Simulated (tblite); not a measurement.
C6H16PSi (charge +1).
SMILES with atom numbers: `[CH2:1]=[CH:2][P@H+:3]([CH2:4][SiH3:5])[CH2:6][CH2:7][CH3:8]` (hydrogens: H9, H10 on C1; H11 on C2; H12 on P3; H13, H14 on C4; H15, H16, H17 on Si5; H18, H19 on C6; H20, H21 on C7; H22, H23, H24 on C8)

Computed geometry: GFN2-xTB, gas phase.

Problem. What internal coordinates does the optimisation give?

Solution. 
| bond | length (pm) |
| --- | --- |
| C1=C2 | 132.6 |
| C2–P3 | 179.3 |
| P3–C4 | 179.6 |
| C4–Si5 | 194.8 |
| P3–C6 | 181.7 |
| C6–C7 | 153.1 |
| C7–C8 | 152.2 |
| C1–H9 | 107.8 |
| C1–H10 | 107.9 |
| C2–H11 | 108.5 |
| P3–H12 | 137.9 |
| C4–H13 | 109.2 |
| C4–H14 | 109.2 |
| Si5–H15 | 146.4 |
| Si5–H16, Si5–H17 | 145.8 |
| C6–H18 | 109.6 |
| C6–H19 | 109.5 |
| C7–H20 | 109.2 |
| C7–H21 | 109.1 |
| C8–H22, C8–H23, C8–H24 | 108.8 |

Bonds in one row agree within 1 pm and their mean is given. A selection of angles:
| angle | degrees |
| --- | --- |
| C2–C1–H9 | 121.7 |
| C2–C1–H10 | 122.2 |
| H9–C1–H10 | 116.2 |
| C1–C2–P3 | 123.2 |
| C1–C2–H11 | 122.2 |
| P3–C2–H11 | 114.6 |
| C2–P3–C4 | 111.0 |
| C2–P3–C6 | 110.5 |
| C2–P3–H12 | 107.2 |
| C4–P3–C6 | 110.5 |
| C4–P3–H12 | 107.7 |
| C6–P3–H12 | 109.9 |
| P3–C4–Si5 | 114.3 |
| P3–C4–H13 | 107.0 |
| P3–C4–H14 | 107.5 |
| Si5–C4–H13 | 109.8 |
| Si5–C4–H14 | 110.8 |
| H13–C4–H14 | 107.2 |
| C4–Si5–H15 | 105.1 |
| H15–Si5–H16 | 114.3 |
| H15–Si5–H17 | 111.2 |
| P3–C6–C7 | 113.0 |
| P3–C6–H18 | 106.8 |
| P3–C6–H19 | 107.4 |
| C7–C6–H18 | 110.8 |
| C7–C6–H19 | 110.7 |
| H18–C6–H19 | 107.9 |
| C6–C7–C8 | 111.9 |
| C6–C7–H20 | 109.9 |
| C6–C7–H21 | 108.2 |
| C8–C7–H20 | 109.5 |
| C8–C7–H21 | 109.7 |
| H20–C7–H21 | 107.5 |
| C7–C8–H22 | 110.7 |
| C7–C8–H24 | 110.2 |
| H22–C8–H23 | 109.0 |
| H22–C8–H24 | 107.8 |

Dihedral angles: C1–C2–P3–C4 -111° (anticlinal); C2–P3–C4–Si5 176° (antiperiplanar); C2–P3–C6–C7 -47° (synclinal); P3–C6–C7–C8 -58° (synclinal).

The C–P distances run from 1.793 Å (C2–P3, drawn single) to 1.817 Å (P3–C6, drawn single), a spread of 0.024 Å. The 3 C–C bonds span 1.326 Å (C1=C2, drawn double) to 1.531 Å (C6–C7, drawn single), a spread of 0.205 Å. C2 (alkene CH carbon) is planar (angles 123.2°, 122.2° and 114.6°, sum 360.0°, 0.01 Å off the plane of its three neighbours). C1 (terminal =CH2 carbon) is planar (angles 122.2°, 121.7° and 116.2°, sum 360.0°, 0.00 Å off the plane of its three neighbours). P3 (phosphonium phosphorus) is tetrahedral (angles from 107.2° to 111.0°). Of the pairs four or more bonds apart, P3···H22 is among the closest relative to their van der Waals radii: 2.81 Å, 94 % of the sum of Bondi's values. Si5 (SiH3 silicon) is distorted tetrahedral (angles from 105.1° to 114.3°).

Point group: C1 (no symmetry element, even within 0.4 Å). Its GFN2-xTB frequencies are all real (lowest 44 cm⁻¹). 3 starts were optimised and ended at 0.00, 0.63 and 0.88 kcal/mol (GFN2-xTB); the lowest of these is shown.

One conformer stands for the species.
